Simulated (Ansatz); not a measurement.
A nudged elastic band was laid between two geometries of C₄H₆AlF (12 atoms, charge 0, multiplicity 1).

Theory: RKS PBE/STO-3G (Ansatz).

```
movable images  : 5
climbing image  : yes
spring          : 5.0 eV/Å²
optimiser       : quadratic models (default)
start path      : IDPP
force threshold : 0.05 eV/Å
iteration limit : 51
end points      : relaxed
```

Initial state:

```xyz
12
Properties=species:S:1:pos:R:3
C -0.029 -2.307 0.548
Al 0.666 -0.914 -0.566
F 1.746 -1.255 -1.750
C 0.169 0.906 -0.387
C 0.246 2.179 -0.773
C -0.681 1.955 0.389
H -1.123 -2.405 0.440
H 0.408 -3.293 0.319
H 0.162 -2.107 1.616
H 0.670 2.930 -1.454
H -1.779 1.994 0.240
H -0.379 2.262 1.410
```

Final state:

```xyz
12
Properties=species:S:1:pos:R:3
C -0.103 -2.403 0.549
Al 0.574 -0.922 -0.460
F 1.683 -1.161 -1.641
C 0.013 0.863 -0.157
C -0.727 1.751 0.505
C 0.139 2.361 -0.563
H -1.188 -2.536 0.396
H 0.381 -3.356 0.279
H 0.044 -2.259 1.634
H -1.472 1.957 1.285
H 1.046 2.934 -0.283
H -0.313 2.716 -1.511
```

**Question.** What changes between the two ends?

**Answer.** No bond is made or broken. The dihedral F3–Al2–C4–C6 goes from -179 to 0°.

**Question.** What energy profile does the band end with?

**Answer.** The forces met the threshold. The highest image is number 3 of 0 to 6, 1.6 kJ/mol above the ends, which have the same energy within 2 meV. A vibrational analysis at the climbing image gives no mode beyond 40i cm⁻¹: the surface is too flat there to confirm a saddle point. Limits of this set-up: minimal basis.

```csv
image,path coordinate (Å),energy (kJ/mol),dihedral F3–Al2–C4–C6 (°)
0,0.00,0.0,-179
1,1.17,0.4,-151
2,2.33,1.2,-120
3,3.50,1.6,-89
4,4.69,1.2,-58
5,5.88,0.4,-28
6,7.07,0.0,0
```

**Question.** What is the geometry of the highest image?

**Answer.** 
```xyz
12
Properties=species:S:1:pos:R:3:forces:R:3
C -0.587 -2.338 -0.158 0.00 0.00 -0.01
Al 0.712 -0.939 -0.319 -0.01 0.00 -0.01
F 2.285 -1.296 -0.601 0.01 0.00 0.00
C 0.276 0.897 -0.138 0.01 0.02 0.03
C -0.107 2.079 -0.615 0.00 -0.02 -0.03
C 0.150 2.087 0.864 0.00 0.00 0.00
H -1.395 -2.234 -0.903 0.00 0.01 0.00
H -0.146 -3.340 -0.296 0.00 0.00 0.01
H -1.071 -2.328 0.833 0.00 -0.01 0.00
H -0.409 2.682 -1.481 0.00 0.01 0.01
H -0.697 2.114 1.579 0.00 0.00 0.00
H 1.066 2.562 1.269 0.00 0.00 0.00
```

The band took 6 iterations and about 3 core-minutes.

The run took 3.1 min on 1 thread of Intel(R) Xeon(R) Processor @ 2.50GHz (Skylake/Cascade Lake), on a shared host, peak memory 0.11 GiB.
